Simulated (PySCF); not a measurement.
Isomers of C6H10O.

All values: CAM-B3LYP/def2-SVPD (PySCF) at PBE0-D3(BJ)/def2-SVP geometries, gas phase, one conformer each. Core orbitals are frozen in the response; Δα² is half the sum of the squared differences of the principal polarisabilities.

(1) Rank by HOMO–LUMO gap, lowest first.
A. `[CH2:1]1[CH2:2][CH2:3][C@H:4]2[O:5][C@H:6]2[CH2:7]1` with C7–C1–C2–C3 -63°, C1–C2–C3–C4 41°, C2–C3–C4–O5 -78°, C3–C4–O5–C6 113°
B. `[CH2:1]=[C:2]=[CH:3][C@H:4]([CH3:5])[O:6][CH3:7]` with C2–C3–C4–C5 -117°, C3–C4–O6–C7 -69°
C. `[CH2:1]=[CH:2][CH2:3][CH2:4][C:5]([CH3:6])=[O:7]` with C1–C2–C3–C4 -118°, C2–C3–C4–C5 -179°, C3–C4–C5–C6 -177° (5-hexen-2-one)
D. `[O:1]=[C:2]1[CH2:3][CH2:4][CH2:5][CH2:6][CH2:7]1` with O1–C2–C3–C4 132°, C2–C3–C4–C5 52°, C3–C4–C5–C6 -56°, C4–C5–C6–C7 56°
E. `[CH3:1][C:2](=[O:3])[CH:4]=[C:5]([CH3:6])[CH3:7]` with C1–C2–C4–C5 179°
F. `[CH3:1][CH2:2][C@H:3]1[CH2:4][CH:5]=[CH:6][O:7]1` with C1–C2–C3–C4 -178°

(2) Rank by mean static polarisability, highest first.
A. `[CH2:1]=[C:2]=[CH:3][C@H:4]([CH3:5])[O:6][CH3:7]` with C2–C3–C4–C5 -117°, C3–C4–O6–C7 -69°
B. `[CH2:1]=[CH:2][CH2:3][CH2:4][C:5]([CH3:6])=[O:7]` with C1–C2–C3–C4 -118°, C2–C3–C4–C5 -179°, C3–C4–C5–C6 -177°
C. `[CH3:1][C:2]1=[CH:3][CH2:4][CH2:5][CH2:6][O:7]1` with C2–C3–C4–C5 -13°, C3–C4–C5–C6 43°, C4–C5–C6–O7 -60°, C5–C6–O7–C2 45°
D. `[O:1]=[C:2]1[CH2:3][CH2:4][CH2:5][CH2:6][CH2:7]1` with O1–C2–C3–C4 132°, C2–C3–C4–C5 52°, C3–C4–C5–C6 -56°, C4–C5–C6–C7 56°
E. `[CH2:1]=[CH:2]/[CH:3]=[CH:4]\[CH2:5][O:6][CH3:7]` with C1–C2–C3–C4 180°, C3–C4–C5–O6 -177°, C4–C5–O6–C7 180°
F. `[CH2:1]1[CH2:2][CH2:3][C@H:4]2[O:5][C@H:6]2[CH2:7]1` with C7–C1–C2–C3 -63°, C1–C2–C3–C4 41°, C2–C3–C4–O5 -78°, C3–C4–O5–C6 113°

(3) Rank by HOMO energy, highest first.
A. `[CH2:1]=[CH:2]/[CH:3]=[CH:4]\[CH2:5][O:6][CH3:7]` with C1–C2–C3–C4 180°, C3–C4–C5–O6 -177°, C4–C5–O6–C7 180°
B. `[CH2:1]1[CH2:2][CH2:3][C@H:4]2[O:5][C@H:6]2[CH2:7]1` with C7–C1–C2–C3 -63°, C1–C2–C3–C4 41°, C2–C3–C4–O5 -78°, C3–C4–O5–C6 113°
C. `[CH2:1]=[CH:2][CH2:3][CH2:4][C:5]([CH3:6])=[O:7]` with C1–C2–C3–C4 -118°, C2–C3–C4–C5 -179°, C3–C4–C5–C6 -177° (5-hexen-2-one)
D. `[CH2:1]=[C:2]=[CH:3][C@H:4]([CH3:5])[O:6][CH3:7]` with C2–C3–C4–C5 -117°, C3–C4–O6–C7 -69°
E. `[CH3:1][C:2](=[O:3])[CH:4]=[C:5]([CH3:6])[CH3:7]` with C1–C2–C4–C5 179°
F. `[CH3:1][CH2:2][C@H:3]1[CH2:4][CH:5]=[CH:6][O:7]1` with C1–C2–C3–C4 -178°

Results:

(1) E (8.22 eV), F (8.81 eV), D (9.04 eV), C (9.31 eV), B (9.96 eV), A (10.49 eV).

(2) E (12.80 Å³), A (12.21 Å³), B (11.43 Å³), C (10.98 Å³), D (10.53 Å³), F (10.27 Å³).

(3) F (-7.42 eV), A (-7.81 eV), E (-8.50 eV), C (-8.62 eV), D (-8.76 eV), B (-9.13 eV).

All values together:

```csv
SMILES,μ (D),HOMO (eV),LUMO (eV),α (Å³),Δα (Å³),ΔSCF removal energy (eV)
C=CCCC(C)=O,2.89,-8.62,0.69,11.43,4.49,–
COC1=CCCC1,0.79,-7.43,1.40,11.02,3.64,8.17
O=C1CCCCC1,3.49,-8.49,0.55,10.53,2.38,9.31
CC(=O)C=C(C)C,3.08,-8.50,-0.28,11.87,6.41,9.11
C=C/C=C\COC,1.29,-7.81,0.14,12.80,9.78,8.55
CC[C@H]1CC=CO1,1.14,-7.42,1.39,10.81,3.00,–
CC1=CCCCO1,0.99,-7.43,1.33,10.98,3.52,–
C=C=C[C@H](C)OC,1.17,-8.76,1.20,12.21,6.18,–
C1CC[C@H]2O[C@H]2C1,2.00,-9.13,1.37,10.27,1.78,9.95
```

Conformers: `[CH2:1]=[CH:2][CH2:3][CH2:4][C:5]([CH3:6])=[O:7]` with C1–C2–C3–C4 -118°, C2–C3–C4–C5 -179°, C3–C4–C5–C6 -177°; `[CH3:1][O:2][C:3]1=[CH:4][CH2:5][CH2:6][CH2:7]1` with C1–O2–C3–C4 0°, C3–C4–C5–C6 -14°, C4–C5–C6–C7 23°, C5–C6–C7–C3 -22°, O2–C3–C7–C6 -168°; `[O:1]=[C:2]1[CH2:3][CH2:4][CH2:5][CH2:6][CH2:7]1` with O1–C2–C3–C4 132°, C2–C3–C4–C5 52°, C3–C4–C5–C6 -56°, C4–C5–C6–C7 56°; `[CH3:1][C:2](=[O:3])[CH:4]=[C:5]([CH3:6])[CH3:7]` with C1–C2–C4–C5 179°; `[CH2:1]=[CH:2]/[CH:3]=[CH:4]\[CH2:5][O:6][CH3:7]` with C1–C2–C3–C4 180°, C3–C4–C5–O6 -177°, C4–C5–O6–C7 180°; `[CH3:1][CH2:2][C@H:3]1[CH2:4][CH:5]=[CH:6][O:7]1` with C1–C2–C3–C4 -178°; `[CH3:1][C:2]1=[CH:3][CH2:4][CH2:5][CH2:6][O:7]1` with C2–C3–C4–C5 -13°, C3–C4–C5–C6 43°, C4–C5–C6–O7 -60°, C5–C6–O7–C2 45°; `[CH2:1]=[C:2]=[CH:3][C@H:4]([CH3:5])[O:6][CH3:7]` with C2–C3–C4–C5 -117°, C3–C4–O6–C7 -69°; `[CH2:1]1[CH2:2][CH2:3][C@H:4]2[O:5][C@H:6]2[CH2:7]1` with C7–C1–C2–C3 -63°, C1–C2–C3–C4 41°, C2–C3–C4–O5 -78°, C3–C4–O5–C6 113°.

A dash marks a removal energy that wasn't run or isn't settled.

Q: By how much does the ΔSCF value exceed −ε(HOMO) over the species that have both?

A: By 0.61 to 0.82 eV, 0.75 eV on average, over 5 species.
